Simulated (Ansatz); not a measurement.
HgSe₂⁻, relaxed as a doublet with UKS r2SCAN-D4/def2-TZVPD in Ansatz, starting from the GFN1-xTB geometry. Force threshold 0.02 eV/Å.

In the def2 sets Hg takes a core potential; there is no spin–orbit coupling. The highest occupied level of the charge -1 doublet lies above zero (up to 0.07 eV). It is a level of β spin, whose loss leaves a triplet; that state wasn't run at this geometry and level. The electron is either unbound and held by the finite basis, or the level is raised by self-interaction error. The relaxation made no stability test and no search for a lower SCF solution. The structure comes from a short search, and lower isomers may exist.

Start:

Cartesian coordinates in Å:
```
Hg 1.119 -0.088 -0.734
Se 0.237 -0.117 1.600
Se -1.356 0.205 -0.866
```

```json
{"step": "1", "energy (eV)": "-134878.7823", "largest force component (eV/Å)": "1.605", "SCF passes": "20"}
{"step": "2", "energy (eV)": "-134879.3721", "largest force component (eV/Å)": "0.647", "SCF passes": "29"}
{"step": "3", "energy (eV)": "-134879.7150", "largest force component (eV/Å)": "2.284", "SCF passes": "73"}
{"step": "4", "energy (eV)": "-134880.2001", "largest force component (eV/Å)": "0.822", "SCF passes": "27"}
{"step": "5", "energy (eV)": "-134880.3030", "largest force component (eV/Å)": "0.366", "SCF passes": "23"}
{"step": "6", "energy (eV)": "-134880.3390", "largest force component (eV/Å)": "0.312", "SCF passes": "23"}
{"step": "7", "energy (eV)": "-134880.3447", "largest force component (eV/Å)": "0.044", "SCF passes": "21"}
{"step": "8", "energy (eV)": "-134880.3456", "largest force component (eV/Å)": "0.006", "SCF passes": "22"}
```

Force components are those of the run's own axes.

End:

Cartesian coordinates in Å:
```
Hg 1.732 -0.135 -1.137
Se -0.252 -0.056 1.519
Se -1.480 0.192 -0.382
```

Bonds lost: Hg1–Se2, Hg1–Se3 (atoms count from 1). The end is the same structure that another start reached, the lowest one found.

No frequencies were taken in this run, so the end may be a saddle point.

It took 46 s on 4 threads of Arm Neoverse V1 on a shared host.
